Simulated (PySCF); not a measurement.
Two species compared at the same levels of theory.

First species: C2H7O2PSi2.
SMILES: `C#C[Si@](O)(P)O[SiH3]`

Second species: C7H10P2.
Bonds: C1–C2, C2–C3, C2–C4, C4–C5 (aromatic), C5–P6 (aromatic), P6–C7 (aromatic), C7–P8 (aromatic), P8–C9 (aromatic), C4–C9 (aromatic). Hydrogens: H10, H11, H12 on C1; H13 on C2; H14, H15, H16 on C3; H17 on C5; H18 on C7; H19 on C9.

Levels: PBE0/pcSseg-1 for dipole moment, HOMO energy, LUMO energy and HOMO–LUMO gap; GFN2-xTB for rotational constant A and rotational constant C. Geometries: GFN2-xTB. All species are isolated and taken at one optimised geometry, non-relativistic unless stated. Electronic properties by PySCF.

The conformers computed, where there is a choice (atom-mapped SMILES and torsion angles):
- `[CH:1]#[C:2][Si@:3]([OH:4])([PH2:5])[O:6][SiH3:7]`: C2–Si3–O6–Si7 95°, H–O4–Si3–C2 72°, H–P5–Si3–C2 -43°, H–P5–Si3–C2 50°
- `[CH3:1][CH:2]([CH3:3])[c:4]1[cH:5][p:6][cH:7][p:8][cH:9]1`: C1–C2–C4–C5 -61°

Values for the first species:

```
Dipole moment         : 1.86 D
HOMO energy           : -7.51 eV
LUMO energy           : -0.24 eV
HOMO–LUMO gap         : 7.27 eV
Rotational constant A : 1.465 GHz
Rotational constant C : 0.857 GHz
```

Q: Estimate the same properties for the second species, and the change in each.

A: 
```csv
property,first,second,second less first
dipole moment,1.86 D,2.14 D,+0.28 D
HOMO energy,-7.51 eV,-7.28 eV,+0.23 eV
LUMO energy,-0.24 eV,-1.97 eV,-1.73 eV
HOMO–LUMO gap,7.27 eV,5.31 eV,-1.96 eV
rotational constant A,1.465 GHz,1.955 GHz,+0.490 GHz
rotational constant C,0.857 GHz,0.656 GHz,-0.201 GHz
```

On the first: In atomic units the dipole is 0.73 e·bohr (1 au = 2.5417 D). A dipole of 1.86 D is allowed in C1, and pure rotational transitions are dipole-allowed.

On the second: In atomic units the dipole is 0.84 e·bohr (1 au = 2.5417 D).
